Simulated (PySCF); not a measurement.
Bond curve of SrIn

Set-up: PySCF, scalar-relativistic core potentials, basis sets Sr def2-SVPD with ECP28, In def2-SVPD with ECP28. Energies in eV from Sr + In in their ground configurations at the same level. All curves are PBE0. state 1: ²Π (doublet), unpaired electrons π ↑; state 2: ²Σ⁺ (doublet), unpaired electrons σ ↑, a second solution, started from another occupation; state 3: quartet, unpaired electrons σ ↑, π ↑↑, a second solution, started from another occupation; state 4: ⁴Π (quartet), unpaired electrons σ ↑↑, π ↑, a second solution, started from another occupation.

```
R (Å)  state 1  state 2  state 3  state 4
2.970  -0.2645   0.5250  -0.0614   0.3579
3.109  -0.4392   0.2048  -0.0603   0.2060
3.247  -0.5321  -0.0136   0.0006   0.1365
3.350  -0.5637  -0.1272   0.0715   0.1227
3.454  -0.5719  -0.2077   0.1561   0.1329
3.558  -0.5630  -0.2620   0.2493   0.1609
3.696  -0.5330  -0.3034   0.3803   0.2178
3.869  -0.4785  -0.3197   0.5460   0.3094
4.076  -0.4035  -0.3067   0.7379   0.4353
4.352  -0.3064  -0.2629   0.9717   0.6123
```

Q: Put a parabola through the three lowest points of the state 1 curve and estimate Re, k and ωe (reduced mass 49.8 u; 1 eV/Å² = 0.16022 mdyn/Å; ωe = 1302.8·√(k/μ) cm⁻¹).

A: Through R = 3.35, 3.454, 3.558 Å the second-order coefficient is 0.790 eV/Å², so Re ≈ 3.452 Å, k ≈ 0.253 mdyn/Å and ωe ≈ 93 cm⁻¹. A polynomial fit of higher order to the unrounded PBE0 energies gives Re = 3.446 Å, k = 0.260 mdyn/Å, ωe = 94.1 cm⁻¹; anharmonicity and rounding make the difference.

The higher-order fit for each curve: state 1: Re = 3.446 Å, ωe = 94.1 cm⁻¹, De = 0.57 eV; state 2: Re = 3.879 Å, ωe = 66.7 cm⁻¹, minimum 0.320 eV below the ground-state fragments; state 4: Re = 3.353 Å, ωe = 110 cm⁻¹, minimum 0.123 eV above the ground-state fragments. State 3 gave no clean fit.

These are scalar-relativistic numbers at best; spin–orbit coupling would shift them, the dissociation energy most. The state was picked by a PBE0 search and need not be the measured ground state.
